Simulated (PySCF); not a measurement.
Cr³⁺: ionisation energy

Cr³⁺ [Ar] 3d3 [3d3/2^3, M_J = 3/2] → Cr⁴⁺ [Ar] 3d2 [3d3/2^2, M_J = 2], as a difference of total energies. Calculation: PySCF 2.14, in x2c-TZVPPall-2c; the two-component X2C-1e Hamiltonian. Correlated levels: [Ne] frozen; the 6 highest virtual spinors dropped. "Screened" scales the spin-orbit matrix elements by Boettger's factors to mimic the two-electron term; Breit and QED terms are absent.

| method | ionisation energy (eV) |
| --- | --- |
| GHF (spin-free) | 48.033 |
| GMP2 (spin-free) | 48.809 |
| GHF (screened spin-orbit) | 48.022 |
| GMP2 (screened spin-orbit) | 48.799 |

Task: How much does correlation contribute at GMP2 (screened spin-orbit)?

Result: 48.799 − (48.022) = 0.777 eV, measured against GHF (screened spin-orbit).

Errors of the correlated levels include the incompleteness of this basis and the frozen core.

The labels give the starting determinants; with spin-orbit coupling the two ends relaxed to ⟨J²⟩ = 6.66, ⟨L²⟩ = 12.00, ⟨S²⟩ = 3.75 and ⟨J²⟩ = 7.73, ⟨L²⟩ = 11.99, ⟨S²⟩ = 2.00.

The determinant of Cr³⁺ and of Cr⁴⁺ mixes levels of different J (the jj label is only the starting occupation), so the difference between spin-free and spin-orbit rows is not the physical spin-orbit shift.

For comparison: 49.16 ± 0.05 eV (semi-empirical (NIST evaluation); NIST Atomic Spectra Database, ionization energies).
